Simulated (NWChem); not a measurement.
Molecule: C₂H₄FNOSi; SMILES [Si@H](F)(OC#N)C

```xyz
10

C      1.1503     2.0173    -0.2540
Si    -0.0655     0.7361     0.2940
F     -1.5334     0.9958    -0.3633
O      0.5207    -0.7440    -0.3747
C      0.1411    -1.9339    -0.0445
N     -0.1699    -3.0353     0.2305
H      0.8393     3.0236     0.0908
H      1.2191     2.0306    -1.3602
H      2.1558     1.7994     0.1584
H     -0.2459     0.5225     1.7583
```
Atoms are numbered in this order, from 1.

Level: PBE-D3(BJ)/def2-SVP (NWChem), optimised geometry, unscaled harmonic frequencies. 

Q: List the harmonic frequencies with IR intensities, and the thermochemistry.

A: 
```csv
frequency (cm⁻¹),IR intensity (km/mol)
45,1.4
101,1.9
126,0.3
199,0.1
257,13.5
296,13.2
488,3.1
495,8.5
620,35.3
695,33.4
731,14.2
761,93.0
826,23.3
854,210.3
932,200.6
1176,236.2
1232,53.8
1372,5.1
1374,4.8
2240,80.0
2321,251.5
2988,1.3
3093,0.0
3094,0.1
```

```
Property                                                                            Value
-----------------------------------------------------------------------  ----------------
zero-point energy                                                           37.6 kcal/mol
thermal correction to the enthalpy at 298.15 K (with zero-point energy)     43.0 kcal/mol
heat capacity Cv                                                         25.2 cal/(mol K)
entropy at 298.15 K and 1 atm (symmetry number 1)                        87.3 cal/(mol K)
dipole moment                                                                      5.47 D
```

Rigid rotor and harmonic oscillator; modes under 100 cm⁻¹ make the entropy uncertain.
